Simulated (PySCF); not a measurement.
Question: Give a PBE0-D3(BJ)/def2-SVP geometry of `[GeH3][C](Cl)(C)C`.

Answer: 
```
atom  x, y, z in Å
C1     1.693   -0.926   -0.601
C2     1.138   -0.524    0.753
C3     1.612    0.850    1.187
Cl4    1.729   -1.736    1.985
Ge5   -0.838   -0.675    0.808
H6     1.342   -0.223   -1.374
H7     1.376   -1.940   -0.885
H8     2.795   -0.903   -0.589
H9     1.277    1.610    0.462
H10    1.222    1.121    2.179
H11    2.713    0.881    1.232
H12   -1.242   -2.116    0.461
H13   -1.334   -0.297    2.213
H14   -1.445    0.295   -0.230
```

Orientation and origin are arbitrary. Atoms count from 1 in this order. Ge5 (germanium bonded to C and 3 H) is tetrahedral (angles from 109.0° to 110.6°).

Bonds between heavy atoms (Å): C1–C2 1.517, C2–C3 1.517, C2–Cl4 1.826, C2–Ge5 1.982.

Method used: PBE0-D3(BJ)/def2-SVP geometry optimisation, gas phase in PySCF 2.14.0.

Stationary, but not proved a minimum.
